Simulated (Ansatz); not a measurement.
`[SiH3][O][In]([SH])[Br]`, relaxed with RKS PBE0-D4/def2-TZVP in the Gaussian-basis code of Ansatz from a GFN2-xTB geometry. The force threshold is 0.005 eV/Å; the program also tests the step.

Charge 0, multiplicity 1. In takes the def2 core potential.

Start:

```xyz
9

Si   -0.599    1.143    1.237
O    -0.313    0.334   -0.138
In    0.933   -1.033   -0.818
S     0.053   -2.012   -2.836
Br    3.015   -1.305    0.502
H    -1.446    2.235    0.759
H    -1.286    0.241    2.171
H     0.656    1.622    1.831
H    -1.012   -1.225   -2.709
```

(1) By how much does the energy fall, and how many steps does the optimiser take? (Best estimate.)

(2) Which bonds change most? (Estimate.)

(3) Give the relaxed structure. (Estimate.)

Answers

(1) Computed: 3.25 kcal/mol, in 29 steps, 3 of them rejected.

(2) Ansatz gave: In3–S4 from 2.409 to 2.351 Å; In3–Br5 from 2.480 to 2.445 Å; Si1–H6 from 1.462 to 1.486 Å; Si1–H8 from 1.469 to 1.490 Å.

(3) The calculation gave: 
```xyz
9

Si   -0.590    1.190    1.247
O    -0.485    0.285   -0.111
In    0.774   -1.054   -0.810
S     0.309   -2.008   -2.908
Br    2.705   -1.582    0.593
H    -1.683    2.181    1.067
H    -0.897    0.346    2.436
H     0.681    1.919    1.516
H    -0.814   -1.276   -3.031
```
